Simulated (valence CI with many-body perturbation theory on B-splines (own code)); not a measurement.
# Forbidden lines of La⁵¹⁺

Method: valence CI with perturbative core correlation (CI+MBPT): four valence electrons over a frozen Dirac-Fock core [He], radial functions for each j: 11 s, 11 p, 10 d, 8 f, 5 g, 2 h, with the one-electron correlation potential Σ1, the two-electron term Σ2, the three-electron term Σ3, Breit, model QED; selected CI, second order for the rest, scaled by the run's own slope (own B-spline code, finite nucleus).

No measured spectrum was set against this ion. As an estimate, large intervals hold to a few tenths of a per cent, small ones and those within an open d or f shell to about a per cent. Among the levels kept, up to 880 cm⁻¹ of a level comes from second order outside the variational space, and about a tenth of that is noise between levels of different J, which matters for small intervals.

Lines 1 to 50 of 76 in falling wavelength, among levels below 58713 × 10³ cm⁻¹, chosen from the decays that carry over 1 % of a level's rate. Wavelengths and rates use the calculated energies. Electric multipoles are in the length gauge, E1 and E2 with the static RPA response of the core. S is in atomic units (e²a₀⁴ for E2 and M2, e²a₀⁶ for E3), for M1 in squared Bohr magnetons. Weak lines are less certain than strong ones. Lines between different terms over intervals too small for the method are left out, as are lines whose strength nearly cancels.

Levels are named by their leading jj configuration (3d3/2^4 stands for four electrons in 3d with j = 3/2), which in mixed levels can hold well under half, so a name can repeat and another be missing. Letters in brackets count levels of one name in rising energy.

```csv
λ vac (nm),Upper,Lower,Type,A (s⁻¹),S (a.u.)
76.07,(2s^2 2p1/2 2p3/2) J=2,(2s^2 2p1/2 2p3/2) J=1,M1,1.15e+04,9.37e-01
2.911,(2s^2 2p1/2 2p3/2) J=1,(2s^2 2p1/2^2) J=0,M1,5.01e+08,1.37e+00
2.837,(2s^2 2p3/2 3d5/2) J=4,(2s^2 2p1/2 3d5/2) J=3,M1,4.08e+08,3.11e+00
2.820,(2s^2 2p3/2^2) J=2,(2s^2 2p1/2 2p3/2) J=2,M1,4.09e+08,1.70e+00
2.804,(2s^2 2p1/2 2p3/2) J=2,(2s^2 2p1/2^2) J=0,E2,8.57e+05,6.63e-05
2.719,(2s^2 2p3/2^2) J=2,(2s^2 2p1/2 2p3/2) J=1,M1,4.14e+08,1.54e+00
2.482,(2s^2 2p3/2^2) J=0,(2s^2 2p1/2 2p3/2) J=1,M1,1.03e+09,5.82e-01
0.2531,(2s^2 2p3/2 3d5/2) J=4,(2s 2p3/2^3) J=2,E2,7.22e+08,6.03e-07
0.2343,(2s 2p1/2 2p3/2 3p1/2) J=0,(2s 2p1/2 2p3/2^2) J=2 [b],E2,1.60e+11,1.01e-05
0.2340,(2s^2 2p3/2 3d5/2) J=4,(2s 2p1/2 2p3/2^2) J=2 [b],E2,6.35e+08,3.58e-07
0.2340,(2s^2 2p3/2 3p1/2) J=2,(2s^2 2p3/2^2) J=0,E2,1.04e+11,3.26e-05
0.2333,(2s^2 2p1/2 3p1/2) J=1,(2s^2 2p1/2 2p3/2) J=2,E2,2.93e+11,5.42e-05
0.2332,(2s 2p1/2^2 3p1/2) J=0,(2s 2p1/2^2 2p3/2) J=2,E2,5.67e+11,3.49e-05
0.2325,(2s^2 2p1/2 3p1/2) J=1,(2s^2 2p1/2 2p3/2) J=1,E2,2.89e+11,5.26e-05
0.2322,(2s^2 2p3/2 3p1/2) J=1,(2s^2 2p3/2^2) J=2,E2,3.03e+11,5.47e-05
0.2320,(2s^2 2p3/2 3p1/2) J=2,(2s^2 2p3/2^2) J=2,E2,4.01e+11,1.21e-04
0.2319,(2s^2 2p1/2 3p1/2) J=0,(2s^2 2p1/2 2p3/2) J=2,E2,5.58e+11,3.34e-05
0.2311,(2s^2 2p3/2 3d5/2) J=4,(2s 2p1/2 2p3/2^2) J=3,E2,2.90e+09,1.54e-06
0.2311,(2s 2p1/2 2p3/2 3p3/2) J=4,(2s 2p1/2 2p3/2^2) J=2 [b],E2,1.62e+10,8.56e-06
0.2310,(2s 2p3/2^2 3p1/2) J=0,(2s 2p3/2^3) J=2,E2,3.24e+11,1.90e-05
0.2295,(2s 2p3/2^2 3p3/2) J=4,(2s 2p3/2^3) J=2,E2,9.20e+10,4.70e-05
0.2282,(2s 2p1/2 2p3/2 3p3/2) J=4,(2s 2p1/2 2p3/2^2) J=3,E2,1.64e+11,8.17e-05
0.2281,(2s 2p1/2 2p3/2 3p3/2) J=0 [b],(2s 2p1/2 2p3/2^2) J=2 [b],E2,2.91e+11,1.61e-05
0.2278,(2s 2p1/2 2p3/2 3p3/2) J=1 [d],(2s 2p1/2 2p3/2^2) J=2 [b],E2,1.67e+11,2.75e-05
0.2274,(2s 2p1/2 2p3/2 3p3/2) J=1 [d],(2s 2p1/2 2p3/2^2) J=1 [a],E2,1.44e+11,2.34e-05
0.2273,(2s 2p1/2^2 3p3/2) J=2,(2s 2p1/2^2 2p3/2) J=2,E2,1.98e+11,5.36e-05
0.2272,(2s^2 2p3/2 3p3/2) J=1,(2s^2 2p3/2^2) J=2,E2,1.94e+11,3.14e-05
0.2271,(2s^2 2p1/2 3p3/2) J=2,(2s^2 2p1/2 2p3/2) J=2,E2,1.97e+11,5.32e-05
0.2269,(2s^2 2p3/2 3p3/2) J=3,(2s^2 2p3/2^2) J=2,E2,1.97e+11,7.42e-05
0.2267,(2s 2p1/2 2p3/2 3p3/2) J=4,(2s 2p1/2 2p3/2^2) J=2 [a],E2,1.05e+10,5.06e-06
0.2265,(2s^2 2p1/2 3p3/2) J=2,(2s^2 2p1/2 2p3/2) J=1,E2,8.77e+10,2.33e-05
0.2262,(2s 2p3/2^2 3p3/2) J=0,(2s 2p3/2^3) J=2,E2,1.24e+11,6.55e-06
0.2250,(2s^2 2p3/2 3p3/2) J=0,(2s^2 2p3/2^2) J=2,E2,4.53e+11,2.33e-05
0.2245,(2s 2p1/2 2p3/2 3d5/2) J=5,(2s 2p1/2 2p3/2^2) J=3,M2,9.19e+09,5.14e-06
0.2245,(2s 2p1/2 2p3/2 3d5/2) J=5,(2s 2p1/2 2p3/2^2) J=3,E3,4.44e+08,4.46e-06
0.2238,(2s 2p1/2 2p3/2 3p3/2) J=0 [b],(2s 2p1/2 2p3/2^2) J=2 [a],E2,8.47e+10,4.25e-06
0.2232,(2s^2 2p3/2 3d5/2) J=4,(2s^2 2p3/2^2) J=2,M2,8.75e+09,3.90e-06
0.2232,(2s^2 2p3/2 3d5/2) J=4,(2s^2 2p3/2^2) J=2,E3,6.14e+08,4.85e-06
0.2134,(2s^2 2p3/2 3d5/2) J=4,(2s 2p1/2^2 2p3/2) J=2,E2,3.96e+09,1.41e-06
0.2113,(2s 2p3/2^2 3p3/2) J=4,(2s 2p1/2 2p3/2^2) J=3,E2,1.43e+11,4.83e-05
0.2110,(2s 2p1/2 2p3/2 3p3/2) J=4,(2s 2p1/2^2 2p3/2) J=2,E2,3.08e+11,1.04e-04
0.2108,(2s 2p3/2^2 3p3/2) J=0,(2s 2p1/2 2p3/2^2) J=2 [b],E2,3.29e+11,1.22e-05
0.2105,(2s 2p1/2 2p3/2 3p3/2) J=1 [d],(2s 2p1/2^2 2p3/2) J=1,E2,1.65e+11,1.82e-05
0.2103,(2s^2 2p3/2 3p3/2) J=1,(2s^2 2p1/2 2p3/2) J=2,E2,2.31e+11,2.55e-05
0.2101,(2s^2 2p1/2 3p3/2) J=2,(2s^2 2p1/2^2) J=0,E2,2.69e+11,4.91e-05
0.2100,(2s^2 2p3/2 3p3/2) J=3,(2s^2 2p1/2 2p3/2) J=2,E2,1.32e+11,3.38e-05
0.2099,(2s 2p3/2^2 3p3/2) J=4,(2s 2p1/2 2p3/2^2) J=2 [a],E2,2.38e+11,7.82e-05
0.2094,(2s^2 2p3/2 3p3/2) J=2,(2s^2 2p1/2 2p3/2) J=2,E2,1.73e+11,3.10e-05
0.2094,(2s^2 2p3/2 3p3/2) J=3,(2s^2 2p1/2 2p3/2) J=1,E2,1.81e+11,4.55e-05
0.2080,(2s 2p3/2^2 3d5/2) J=5,(2s 2p1/2 2p3/2^2) J=3,M2,2.26e+09,8.65e-07
```
